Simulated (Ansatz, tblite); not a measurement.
Removing and adding an electron: `c1ccc2c(c1)-c1ccc3ccccc3c1-2`. The state is a singlet with charge 0. Geometry: PBE-D4/def2-SVP. Ansatz, gas phase; energy differences of separate SCF runs; the oxidised species was run as a doublet alone; the reduced species was run as a doublet alone.

```xyz
26

C    -4.094   -0.543    1.094
C    -3.336   -1.617    1.564
C    -1.925   -1.703    1.341
C    -1.365   -0.657    0.636
C    -2.144    0.448    0.153
C    -3.505    0.537    0.363
C    -0.890    1.060   -0.438
C    -0.323    2.120   -1.153
C     1.063    2.045   -1.374
C     1.860    0.962   -0.906
C     3.268    0.912   -1.146
C     4.036   -0.145   -0.688
C     3.438   -1.216    0.039
C     2.079   -1.215    0.298
C     1.258   -0.140   -0.161
C    -0.126   -0.030    0.040
H    -5.177   -0.524    1.291
H    -3.837   -2.424    2.121
H    -1.346   -2.557    1.720
H    -4.121    1.374    0.002
H    -0.911    2.971   -1.527
H     1.567    2.850   -1.932
H     3.735    1.737   -1.708
H     5.119   -0.162   -0.883
H     4.067   -2.046    0.396
H     1.610   -2.038    0.858
```

The xTB rows come from tblite.

```
          level  −HOMO (eV)  vertical IE (eV)  −LUMO (eV)  vertical EA (eV)  HOMO–LUMO gap (eV)  IE − EA (eV)                       remarks
       GFN2-xTB        9.66             11.90        7.67              5.43                1.99          6.47                             –
PBE-D4/def2-SVP        4.71              6.84        2.66              0.65                2.05          6.20  HOMO above zero (-1 doublet)
```

(1) Estimate the rows for GFN1-xTB, PBE0-D4/def2-SVP.

Results:

(1) 
```json
{"level": "GFN1-xTB", "−HOMO (eV)": "10.61", "vertical IE (eV)": "12.79", "−LUMO (eV)": "8.63", "vertical EA (eV)": "6.44", "HOMO–LUMO gap (eV)": "1.98", "IE − EA (eV)": "6.35", "remarks": "–"}
{"level": "PBE0-D4/def2-SVP", "−HOMO (eV)": "5.50", "vertical IE (eV)": "6.96", "−LUMO (eV)": "1.93", "vertical EA (eV)": "0.59", "HOMO–LUMO gap (eV)": "3.57", "IE − EA (eV)": "6.37", "remarks": "HOMO above zero (-1 doublet)"}
```

Relaxing the reduced species (PBE-D4/def2-SVP) changes its energy by -0.11 eV at PBE-D4/def2-SVP, so the adiabatic electron affinity to this nearest minimum is 0.76 eV. At PBE0-D4/def2-SVP it is 0.65 eV. The highest occupied level of the relaxed charge -1 doublet lies above zero (up to 1.23 eV). By energy differences its removal costs 0.76 eV (each at its own geometry, to the charge 0 singlet, at PBE-D4/def2-SVP); self-interaction error and the lack of diffuse functions both raise the level.     A HOMO above zero means that the electron is unbound at that level or that self-interaction error raises the level; the energy of removing that electron tells which. Raw xTB energy differences between charge states are shifted by several eV; the methods need an empirical correction for them. Sets without diffuse functions give affinities that are too small.
